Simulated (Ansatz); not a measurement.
Mulliken charges of CH5ClGe, SMILES `[CH3][GeH2][Cl]` from r2SCAN/def2-TZVPP in Ansatz (PBE0-D4/def2-TZVP geometry).

| atom | x (Å) | y (Å) | z (Å) | charge (e) |
| --- | --- | --- | --- | --- |
| C1 | -0.555 | 0.817 | -0.374 | -0.276 |
| Ge2 | 0.403 | -0.782 | 0.162 | 0.379 |
| Cl3 | 1.612 | -0.271 | 1.883 | -0.347 |
| H4 | 0.154 | 1.605 | -0.631 | 0.091 |
| H5 | -1.188 | 1.161 | 0.445 | 0.091 |
| H6 | -1.181 | 0.604 | -1.242 | 0.083 |
| H7 | 1.380 | -1.279 | -0.915 | -0.011 |
| H8 | -0.533 | -1.912 | 0.616 | -0.011 |

Q: By hand: the dipole of these point charges (1 e Å = 4.8032 D).

A: Σ q r = (-0.455, -0.091, -0.606) e Å, of length 0.763 e Å = 3.66 D.

Q: How does the dipole of the full density compare? (Estimate.)

A: Computed: (-0.327, 0.045, -0.390) e Å, 2.45 D; the point charges give 1.49 times that, at 12° from its direction.

Point charges leave out the atoms' own dipoles, such as those of lone pairs, and Mulliken's split depends on the basis, so the two needn't agree.
